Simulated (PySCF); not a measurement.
Stepwise substitution at one centre (In H-OH). All species are isolated molecules in the gas phase. One relaxed conformer stands for each flexible species; it need not be the lowest. Strings in code marks are SMILES.

All values below come from PySCF 2.14.0 with PBE-D3(BJ)/def2-TZVP // B3LYP-D3(BJ)/def2-TZVP. All candidates: neutral, multiplicity 1. Excitations are Tamm–Dancoff values on a coarser integration grid. The basis has no diffuse functions, so Rydberg states are missing or too high.

```json
{
 "LUMO": "-2.20 eV",
 "HOMO": "-6.66 eV",
 "T1 excitation (TDA)": "4.17 eV"
}
```

Q: Name which member has these values.
(A) `[OH][InH][OH]` (H–O–In–O torsion 0°, O–In–O–H torsion 0°)
(B) `[OH][InH2]`
(C) `[OH][In]([OH])[OH]`

A: B, `[OH][InH2]`. The others give `[OH][In]([OH])[OH]`: -2.91 eV, -6.95 eV, 3.85 eV; `[OH][InH][OH]` (H–O–In–O torsion 0°, O–In–O–H torsion 0°): -2.07 eV, -6.65 eV, 4.39 eV
